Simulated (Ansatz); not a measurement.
Reaction (hydrogenolysis of a C–C bond): `C/C=[CH]/[AlH2]` + H₂ → `C=[CH][AlH2]` + CH₄

Gas-phase electronic energies from Ansatz, PBE0-D4/def2-TZVP geometries. CBS: MP2 limit from def2 TZ/QZ plus the TZ coupled-cluster correction, frozen cores. This one scheme is used for every species. DFT in def2-TZVPP.

CCSD(T)/CBS gives -0.54 eV.

(1) Another level gave -0.56 eV. Which?
A. HF/def2-TZVPP
B. BLYP-D4/def2-TZVPP
C. revPBE/def2-TZVPP
D. BHLYP/def2-TZVPP

Largest T1 diagnostic among the species: 0.011.

Answers

(1) C. revPBE -0.56, BLYP-D4 -0.51, BHLYP -0.64, HF/def2-TZVPP -0.73 eV.

Leaving LDA and LC-ωPBE aside and taking each functional with its dispersion term where it has one, the values, not all of them listed here, spread over 0.16 eV, from BHLYP-D4 to revPBE-D4. LDA lies +0.11 eV from PBE without D4. In def2-TZVPP, CCSD(T) changes the Hartree–Fock value by +0.17 eV (the triples alone add +0.04 eV) and MP2 by +0.23 eV. From BLYP to BHLYP (50 % exact exchange), in def2-TZVPP and without D4, ΔE moves by −0.03 eV.
